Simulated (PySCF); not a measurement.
# One molecule, several mistakes: BGeH6NSi

Calculated results; nothing here was measured. The program is PySCF 2.14.0, an open-source quantum chemistry code, run on an isolated molecule that a program drew, which may never have been made. The molecule is BGeH6NSi (charge 0, singlet), drawn as the SMILES string `B=[N][GeH2][SiH3]`.

Each row is a Hartree-Fock (HF) and frozen-core CCSD(T) single point in the cc-pV(D+d)Z basis, meant for a local HF minimum. Run 1 is clean. Each other run has one planted mistake out of seven kinds, and not every kind appears here: one electron removed, one electron added, multiplicity raised by two, geometry at a saddle point, minimal basis STO-3G, one bond length entered in bohr, all coordinates scaled. The reference is restricted for singlets and unrestricted otherwise, and also for a bond in bohr. Adding or removing an electron swaps singlet and doublet. Electrons count all cores. HOMO and LUMO are orbital energies over both spins, the gradient is its largest component, and the lowest frequency (negative if imaginary) is given only where the gradient is small. Bond lengths are over the 9 bonds as drawn. T1 is the CCSD diagnostic: over 0.02 (restricted) or 0.045 (unrestricted) a single reference is doubtful. Germanium has the cc-pVDZ-PP basis, with a core potential (ECP10MDF) in place of its 10 inner electrons, and its 3s, 3p and 3d shells are frozen in CCSD(T).

Geometry of the clean run:
```xyz
10
BGeH6NSi, angstrom
B    -1.0131   -0.4762    1.2054
N    -0.8763    0.3367    0.2800
Ge   -0.6471    1.5569   -1.0562
Si    0.8221    3.2880   -0.2660
H    -1.1456   -1.2478    2.0787
H    -2.0247    2.1122   -1.4354
H    -0.0616    0.8284   -2.2713
H     0.2245    3.9557    0.9138
H     1.0396    4.2968   -1.3313
H     2.1284    2.7030    0.1163
```

| run | electrons | basis functions | <S^2> | HOMO (eV) | LUMO (eV) | gradient (hartree/bohr) | lowest frequency (cm^-1) | mean bond (Å) | longest bond (Å) | T1 | HF (hartree) | CCSD(T) (hartree) | mistake |
|---|---|---|---|---|---|---|---|---|---|---|---|---|---|
| 1 | 64 | 104 | 0.000 | -10.10 | 3.57 | 1.9e-05 | 87 | 1.5725 | 2.404 | 0.0155 | -664.96144 | -665.47036 | no fault |
| 2 | 64 | 104 | 0.000 | -9.98 | 3.33 | 3.7e-02 | - | 1.6291 | 2.491 | 0.0167 | -664.94910 | -665.46573 | all coordinates scaled |
| 3 | 63 | 104 | 0.768 | -15.61 | -7.31 | 7.9e-02 | - | 1.5725 | 2.404 | 0.0774 | -664.63839 | -665.11546 | one electron removed |
| 4 | 65 | 104 | 0.761 | 2.45 | 8.18 | 5.4e-02 | - | 1.5725 | 2.404 | 0.0217 | -664.84974 | -665.38573 | ? |

**Which mistake was planted in run 4, and what did it cost?**

It counts 65 electrons, one more than the clean run, at the same geometry and basis. So the mistake is: one electron added. Subtracting run 1 and multiplying by 627.51 kcal/mol a hartree, the energy moved by 70.1 kcal/mol in HF and 53.1 kcal/mol in CCSD(T).

Cautions from the logs. Run 3: T1 is over the limit, so its CCSD(T) energy is less reliable; run 4: the HOMO is above zero, so the electron isn't bound and the energy depends on the basis.
